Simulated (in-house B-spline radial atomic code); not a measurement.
# RPA and G0W0 on PBE0: Hg7+

Configuration [Xe] 4f14 5d5, highest spin, mean-field start PBE0. Computed with a B-spline radial code for spherical atoms: all electrons, scalar-relativistic (spin-free one-electron X2C), finite nucleus, each spin shell either full or empty, empty states to l = 9 with an (l + 1/2)⁻⁴ tail; G0W0 by contour deformation at full frequency.

Without the two-electron picture change, the correlation of inner shells comes somewhat too large for so heavy an element.

Command:
```bash
python run_gw.py task.json out
```
Settings (radii: box in bohr, nucleus in fm):
```
Z                        80
electrons                73
configuration            [Xe] 4f14 5d5
hamiltonian              x2c
method                   pbe0
lmax                     9
rms_radius               5.4648
spin_polarised           True
box_radius               8.41
intervals                65
```

Cost of the run: 7.3 s on 1 thread of Arm Neoverse V2 (shared host).

Energies (hartree):

```
                                     term         value
                         mean-field total  -19612.88653
Hartree-Fock functional on these orbitals  -19607.62544
                      direct second order       -7.3485
                    second-order exchange        1.8451
                         SOSEX correction        1.7516
```

Problem. What is the RPA correlation energy, and what remains with SOSEX?

Solution. RPA gives -6.542 hartree (-2.44 eV per electron); RPA + SOSEX gives -4.7904, and the second-order doubles -5.5034 hartree (no singles). SOSEX takes back 27 % of the RPA value.

Quasi-particle levels (eV):

| level | occupied | mean field | Σx - vxc | Σc | QP weight | G0W0 |
| --- | --- | --- | --- | --- | --- | --- |
| 5d up | yes | -110.99 | -6.61 | ? | ? | ? |
| 5p down | yes | -170.12 | -7.33 | -0.56 | 0.963 | -178.01 |
| 4f down | yes | -209.15 | -18.04 | 6.33 | 0.941 | -220.85 |
| 5d down | no | -101.08 | 8.53 | -3.29 | 0.972 | -95.83 |

G0W0 = mean field + (Σx - vxc) + Σc, with Σc (partial-wave tail included) taken at the quasi-particle energy. Only the outer levels were computed. Levels of low weight are left out.

Problem. Where does G0W0 put 5d up?

Solution. At -118.05 eV, with Σc = -0.45 eV and a quasi-particle weight of 0.972. The tabulated removal energy is 113.9 ± 2.1 eV (NIST, tabulated theory); the calculation leaves out spin-orbit coupling, Breit and QED terms, and what these don't explain is the method's own error.
